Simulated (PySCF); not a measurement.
From one molecule to another.

First species: C4H12NPSi2.
SMILES: `CC#C[Si@H](P)CN[SiH3]`

Second species: C2H12NPSi3.
SMILES: `[Si@@H]1(P)[SiH2]N[SiH2]CC1`

Levels: PBE0/pcSseg-1 for HOMO energy, LUMO energy and HOMO–LUMO gap. Geometries: GFN2-xTB. Each structure is a single optimised conformer of the isolated species, non-relativistic unless stated; the electronic structure was computed with PySCF and density fitting.

The conformers computed, where there is a choice (atom-mapped SMILES and torsion angles):
- `[CH3:1][C:2]#[C:3][Si@H:4]([PH2:5])[CH2:6][NH:7][SiH3:8]`: C3–Si4–C6–N7 -178°, Si4–C6–N7–Si8 150°, H–P5–Si4–C3 46°, H–P5–Si4–C3 -47°

The conformers of `P[Si@H]1CC[SiH2]N[SiH2]1` aren't listed.

Values for the first species:

* HOMO energy: -6.55 eV
* LUMO energy: -0.04 eV
* HOMO–LUMO gap: 6.51 eV

Q: Estimate the same properties for the second species, and the change in each.

A: 
```tsv
property	first	second	second less first
HOMO energy	-6.55 eV	-7.10 eV	-0.55 eV
LUMO energy	-0.04 eV	-0.46 eV	-0.42 eV
HOMO–LUMO gap	6.51 eV	6.64 eV	+0.13 eV
```

